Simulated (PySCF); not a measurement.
# Computed properties of W(OH)3(H)3 (H6O3W), SMILES [OH][WH3]([OH])[OH], multiplicity 1

H6O3W, SMILES [WH3]([OH])([OH])[OH], multiplicity 1. Geometry: B3LYP-D3(BJ)/def2-SVP. The spin state was assumed, not searched. The structure was generated by enumeration; whether it is a known compound was not checked. The def2 effective core potentials stand for the cores of W; spin–orbit coupling is left out. One conformer was computed; it need not be the lowest. All values are computed for the isolated molecule unless a solvent is named; none is compared with measurement here.

**Structure.** The optimised structure has C3v symmetry. All 24 harmonic modes at B3LYP-D3(BJ)/def2-SVP (PySCF) are real, so it is a minimum. With heavy atoms numbered as in [WH3:1]([OH:2])([OH:4])[OH:6], the shortest bond between them is W1–O4 at 1.897 Å and the longest W1–O6 at 1.897 Å.

**Vibrations.** The strongest infrared lines (harmonic, unscaled, degenerate partners summed) lie at 3856 cm⁻¹ (484 km/mol, H 94 %), 620 cm⁻¹ (470 km/mol, H 88 %, O 12 %), 690 cm⁻¹ (431 km/mol, O 83 %, W 9 %). The softest mode is at 181 cm⁻¹ and the zero-point energy is 41.7 kcal/mol.

**Electronic structure.** M06-2X/def2-TZVP (PySCF) places the frontier levels at -9.23 and -0.46 eV, a gap of 8.77 eV, and gives a dipole moment of 1.03 D and a mean polarisability of 57.4 bohr³. PBE/def2-TZVP (PySCF) at the same geometry gives -6.47 and -1.91 eV, so its gap is 4.21 eV narrower. An orbital gap is neither the optical nor the fundamental gap.

**Excitations.** TDA-PBE0/def2-SVPD (PySCF) has S1 at 4.77 eV (260 nm, f = 0.000, dark); the most intense of the 10 singlets computed lies at 5.30 eV (f = 0.11). Strengths of degenerate partners are summed. T1 (TDA) is at 4.19 eV, 0.58 eV under S1. TDA-PBE/def2-SVPD (PySCF) puts S1 at 4.61 eV. No vertical singlet excitation falls in the visible range (under 3.1 eV).
